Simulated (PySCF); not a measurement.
Work out the structure from these simulated measurements.

Elements present: C, F, H, O and S. Monoisotopic mass: 159.9994 u.

- 13C NMR: chemical shifts (computed TMS as zero) by class: 141.1 (1 C), 137.3 (1 C), 132.9 (2 C), 130.6 (2 C) ppm [GIAO PBE/pcSseg-1]
- Triplet: lowest triplet excitation (Tamm–Dancoff): 3.98 eV [TDA PBE0/def2-SVPD]
- Rotational structure: rotational constants A, B, C: 2.606, 0.837, 0.730 GHz [PBE0-D3(BJ)/def2-SVP]
- UV, first state: lowest singlet excitation: 5.28 eV (235 nm, f = 0.016) [TDDFT PBE0/def2-SVPD]
- NMR, other nuclei: isotropic shieldings of nuclei other than C and H, by class: 77 (2 O), 63 (1 F), 158 (1 S) ppm [GIAO PBE/pcSseg-1]
- Valence photoelectron: vertical ionisation energy: 10.23 eV [ΔSCF PBE0/def2-SVPD]
- Polarisability: 93.3 au [PBE0/def2-SVPD]

The electronic properties come from PySCF, for the isolated species, density fitting. Levels stand in brackets. Isolated species at its PBE0-D3(BJ)/def2-SVP geometry (one conformer only). NMR values are class means; diastereotopic atoms form classes of their own.

Question: Which formula fits the mass and the elements?

Answer: C6H5FO2S (calculated 159.9994). No other formula that holds each of these elements comes within 0.0003 u with a fitting electron parity and a possible valence count.

Question: Give a SMILES that accounts for the data.

Answer: Numbering: `[O:1]=[S:2](=[O:3])([F:4])[c:5]1[cH:6][cH:7][cH:8][cH:9][cH:10]1`. 6 carbons fall into 4 classes; from least to most shielded: substituted aromatic carbon [C5] (141.1 ppm), aromatic CH carbon [C8] (137.3 ppm), aromatic CH carbon [C7/C9] (132.9 ppm, 2 C), aromatic CH carbon [C6/C10] (130.6 ppm, 2 C). The other shieldings belong to: 77 ppm, sulfonyl oxygen [O1/O3]; 63 ppm, sulfur-bound fluorine [F4]; 158 ppm, sulfonyl sulfur [S2]. S1 is mainly HOMO→LUMO (weight 0.71); the largest Löwdin shares of the orbital it empties are 0.21 on an aromatic CH carbon and 0.20 on each of 3 atoms of one kind (aromatic CH carbon), of the orbital it fills 0.19 on an aromatic CH carbon, 0.18 on the substituted aromatic carbon, 0.12 on an aromatic CH carbon and 0.11 on an aromatic CH carbon. By its constants the optimised geometry is an asymmetric top. Structure: `O=S(=O)(F)c1ccccc1`. The assignments are read from this structure; whether some other isomer fits the data as well wasn't checked.

The values belong to the conformer `[O:1]=[S:2](=[O:3])([F:4])[c:5]1[cH:6][cH:7][cH:8][cH:9][cH:10]1`: O1–S2–C5–C6 23°.
